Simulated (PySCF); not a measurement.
C6H6O, SMILES C1=C[C@H]2O[C@@H]1C=C2.

The structure is a stationary point at PBE-D3(BJ)/def2-SVP. The structure was generated by enumeration; whether it is a known compound was not checked. The values are those of a single conformer.

Vertical ionisation energy (IE) and electron affinity (EA) in eV. Rows of orbital energies are one-electron estimates. Where ΔSCF, EOM or ADC give a negative EA the extra electron is unbound and the value depends on the basis.

```
level                                         IE    EA
------------------------------------------  ----  ----
−ε(HOMO), −ε(LUMO), PBE0/def2-TZVP (PySCF)  6.50  0.86
−ε(HOMO), −ε(LUMO), PBE/def2-TZVP (PySCF)   5.28  1.84
```
